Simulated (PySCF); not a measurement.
## Electronic absorption of diallyl carbonate

Diallyl carbonate, C₇H₁₀O₃.
Geometry (PBE0-D3(BJ)/def2-SVP, Å), atoms numbered from 1 in this order:
```
atom  x, y, z in Å
C1     4.2473    0.6525   -0.6680
C2     3.2733   -0.2544   -0.7253
C3     2.0244   -0.1983    0.0846
O4     0.9119   -0.3774   -0.7891
C5    -0.2576   -0.5666   -0.1892
O6    -0.4368   -0.5917    0.9996
O7    -1.1859   -0.7355   -1.1267
C8    -2.5304   -0.8357   -0.6516
C9    -3.1254    0.5183   -0.4368
C10   -3.5116    0.9713    0.7550
H11    5.1659    0.5426   -1.2496
H12    4.1656    1.5388   -0.0303
H13    3.3732   -1.1298   -1.3773
H14    2.0072   -0.9961    0.8468
H15    1.9294    0.7609    0.6188
H16   -3.0626   -1.3819   -1.4436
H17   -2.5517   -1.4261    0.2759
H18   -3.2140    1.1518   -1.3273
H19   -3.9435    1.9684    0.8743
H20   -3.4021    0.3600    1.6560
```

Method used: TDDFT CAM-B3LYP/def2-SVPD, vertical, gas phase, core orbitals frozen in the response (PySCF).

```csv
state,E (eV),E (hartree),f,"main configurations (H = HOMO, L = LUMO)"
S1,7.12,0.2618,0.0004,"H-2→L+6 (48%), H-2→L+7 (18%), H-2→L+8 (10%)"
S2,7.40,0.2720,0.554,"H→L (40%), H-1→L+1 (24%), H→L+1 (18%)"
S3,7.48,0.2751,0.267,"H-1→L (54%), H→L+1 (32%)"
S4,7.56,0.2778,0.0050,"H-3→L (43%), H-2→L (16%), H-3→L+1 (12%)"
S5,7.67,0.2817,0.083,"H→L+2 (39%), H→L+3 (31%)"
S6,7.77,0.2856,0.048,"H-1→L+2 (35%), H-1→L+3 (25%), H-1→L+4 (12%)"
S7,8.10,0.2975,0.0098,"H-2→L (45%), H-3→L (17%)"
S8,8.11,0.2980,0.014,"H-5→L+1 (39%), H-5→L (15%)"
S9,8.24,0.3028,0.022,"H→L+8 (30%), H→L+4 (24%), H→L+6 (9%)"
S10,8.31,0.3054,0.014,"H-4→L (9%), H→L+5 (9%), H→L+2 (8%)"
```

Triplets (Tamm–Dancoff): T1 4.34 eV, H-1→L (52%), H-1→L+1 (22%), H→L (11%); T2 4.36 eV, H→L+1 (55%), H→L (19%), H-1→L+1 (8%); T3 6.69 eV, H-2→L+6 (49%), H-2→L+7 (19%), H-2→L+8 (11%); T4 6.95 eV, H-4→L+6 (35%), H-3→L+6 (18%), H-4→L+7 (13%).

The lowest singlet lies at 7.12 eV (174 nm, vacuum ultraviolet) and is dark (f under 0.0005); its leading configuration is HOMO-2→LUMO+6 (48%). The strongest level in the table is S2 at 7.40 eV (168 nm, f = 0.554). Löwdin shares by element: HOMO carbon 70% or more (atoms not listed hold the other 30%); LUMO carbon 60% or more (atoms not listed hold the other 40%). Weighted by f, the mean energy of these states is 7.51 eV. The listed states span 1.19 eV, and the widest gap between neighbours is 0.33 eV (S6 to S7). The oscillator strengths of these states sum to 1.017; summed over the whole spectrum of an exact calculation they would give the number of electrons, 76 (Thomas–Reiche–Kuhn). All these states lie below the vertical ionisation energy of 9.96 eV (ΔSCF). The window holds the lowest 10 singlets.

One conformer stands for the species.
